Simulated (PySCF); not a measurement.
# Si¹¹⁺: ionisation energy

Si¹¹⁺ [He] 2s1 [2s1/2^1, M_J = 1/2] → Si¹²⁺ 1s2, as a difference of total energies. Computed with PySCF 2.14 in an uncontracted even-tempered set (17 s from 1.7 bohr⁻², ratio 2.4; 10 p from 2.2 bohr⁻², ratio 2.4; 5 d from 6.8 bohr⁻², ratio 2.6; 5 f from 10 bohr⁻², ratio 2.6), with the two-component X2C-1e Hamiltonian. Correlated levels: nothing frozen; the 28 highest virtual spinors dropped. "Screened" scales the spin-orbit matrix elements by Boettger's factors to mimic the two-electron term; Breit and QED terms are absent.

```json
{"method": "GHF (screened spin-orbit)", "ionisation energy (eV)": "523.35", "difference from reference (eV)": "-0.06"}
{"method": "GMP2 (screened spin-orbit)", "ionisation energy (eV)": "523.50", "difference from reference (eV)": "+0.09"}
```

Reference: 523.41 eV (theoretical estimate listed by NIST; NIST Atomic Spectra Database, ionization energies).
